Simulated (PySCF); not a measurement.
Numbering as in the mapped SMILES `[CH3:1][CH2:2][Se:3][CH:4]1[CH2:5][CH2:6]1` (H(Xn): hydrogen on atom n). Ha(C5), Ha(C6) are cis to Se3 on the ring; Hb(C5), Hb(C6) are trans to Se3 on the ring.

Geometry: PBE0-D3(BJ)/def2-SVP; GIAO shifts from PySCF 2.14, gas phase, non-relativistic, averaged over equivalent atoms.

At PBE0/pcSseg-1 (176 basis functions, 26 s wall time on 1 thread of an Arm Neoverse V1, shared host):
| atoms | δ (ppm) |
| --- | --- |
| C2 | 28.7 |
| C1 | 18.0 |
| C4 | 13.1 |
| C5/C6 | 9.3 |
| Se3 | 318.5 |
| H(C2) | 2.24 |
| H(C4) | 1.89 |
| H(C1) | 1.36 |
| Hb(C5)/Hb(C6) | 0.85 |
| Ha(C5)/Ha(C6) | 0.54 |

δ = σ(ref) − σ, references computed at the same level: TMS for 13C (184.41 ppm), 1H (31.27 ppm); Me2Se for 77Se (1769.71 ppm).

What do these become at CAM-B3LYP/pcSseg-1?

Results:


```csv
atoms,δ at CAM-B3LYP/pcSseg-1,change
C2,27.9,-0.8
C1,17.9,-0.1
C4,12.0,-1.1
C5/C6,8.8,-0.5
Se3,320.3,+1.8
H(C2),2.15,-0.09
H(C4),1.78,-0.11
H(C1),1.36,+0.00
Hb(C5)/Hb(C6),0.83,-0.02
Ha(C5)/Ha(C6),0.53,-0.01
```

References, each an isolated molecule treated in the same way: 13C (182.45 ppm) and 1H (31.33 ppm) vs TMS; 77Se (1723.10 ppm) against Me2Se.

The largest change is at Se3 (selenium bonded to 2 C). Cost: 176 basis functions, 33 s wall time on 1 thread of an Arm Neoverse V1, shared host. The order of the carbon signals is the same at both levels.

Relativistic effects, spin–orbit coupling among them, are left out; they matter for Se and for the light atoms bonded to it.
